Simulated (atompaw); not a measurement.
# Ranking PAW (atompaw) potentials for Fe

All share these settings but for the change named:

iron, PAW, made with atompaw 4.2.0.5 (PBE, scalar-relativistic). Core [Ar], reference 3d6 4s0 4p0 (charge +2). Waves: 4s (bound, empty): rc 2.55 bohr; 4s channel at -0.75 Ry: rc 2.55 bohr; 4p (bound, empty): rc 2.55 bohr; 4p channel at 2.55 Ry: rc 2.55 bohr; 3d (bound): rc 0.85 bohr; 3d channel at 1.35 Ry: rc 0.85 bohr. Local part: bessel scheme, radius 2.25 bohr. Core correction: smooth core density matched at 1.65 bohr. Augmentation charge: gaussian compensation charge, radius 1.90 bohr; PAW radius 2.55 bohr; waves and projectors: custom rrkj gramschmidtortho.

Cutoff: the first of the cutoffs (Ry, on a coarse ladder) from which the occupation-weighted sum of valence levels, in a spherical-Bessel basis at the reference potential, stays within 10 and 1 mRy of its value at 400 Ry; the density cutoff is not measured.

The base gives 160 Ry.

Of 6 variants that were run, those that failed, showed a ghost or another fault, or gave nearly equal values are left out.

A variant can come out equal or close to the base.

(1) Rank these variants from softest to hardest (loose cutoff).
A. all radii scaled by about 1.08 (s 2.76, p 2.76, d 0.92 bohr); local potential bessel scheme, radius 2.44 bohr; augmentation gaussian compensation charge, radius 2.06 bohr; PAW radius 2.76 bohr; waves and projectors: custom rrkj gramschmidtortho; core correction smooth core density matched at 1.80 bohr
B. all radii scaled by about 0.91 (s 2.32, p 2.32, d 0.78 bohr); local potential bessel scheme, radius 2.06 bohr; augmentation gaussian compensation charge, radius 1.74 bohr; PAW radius 2.32 bohr; waves and projectors: custom rrkj gramschmidtortho; core correction smooth core density matched at 1.50 bohr
C. all radii scaled by about 1.29 (s 3.30, p 3.30, d 1.10 bohr); local potential bessel scheme, radius 2.90 bohr; augmentation gaussian compensation charge, radius 2.46 bohr; PAW radius 3.30 bohr; waves and projectors: custom rrkj gramschmidtortho; core correction smooth core density matched at 2.12 bohr

Answers

(1) C (90 Ry), A (140 Ry), B (180 Ry).
